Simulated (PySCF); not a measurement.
C₄H₇FO, SMILES CC1(F)COC1. The structure is a stationary point at PBE0-D3(BJ)/def2-SVP.

Computed equilibrium geometry at PBE0-D3(BJ)/def2-SVP (PySCF confirms it by a frequency run) as bond lengths and angles, and its point group:
point group Cs.
Atoms: C1 C2 F3 C4 O5 C6 H7 H8 H9 H10 H11 H12 H13. Bonded distances (Å): C1–C2 1.505, C1–H7 1.100, C1–H8 1.100, C1–H9 1.099, C2–F3 1.373, C2–C4 1.533, C2–C6 1.533, C4–O5 1.425, C4–H10 1.103, C4–H11 1.105, O5–C6 1.425, C6–H12 1.103, C6–H13 1.105. Angles (°): C2–C1–H7 110.2, C2–C1–H8 110.2, C2–C1–H9 110.4, H7–C1–H8 108.5, H7–C1–H9 108.7, H8–C1–H9 108.7, C1–C2–F3 109.1, C1–C2–C4 117.1, C1–C2–C6 117.1, F3–C2–C4 114.0, F3–C2–C6 114.0, C4–C2–C6 83.8, C2–C4–O5 91.3, C2–C4–H10 117.3, C2–C4–H11 111.9, O5–C4–H10 112.8, O5–C4–H11 113.0, H10–C4–H11 109.6, C4–O5–C6 91.8, C2–C6–O5 91.3, C2–C6–H12 117.3, C2–C6–H13 111.9, O5–C6–H12 112.8, O5–C6–H13 113.0, H12–C6–H13 109.6.
Charge 0, spin multiplicity 1.
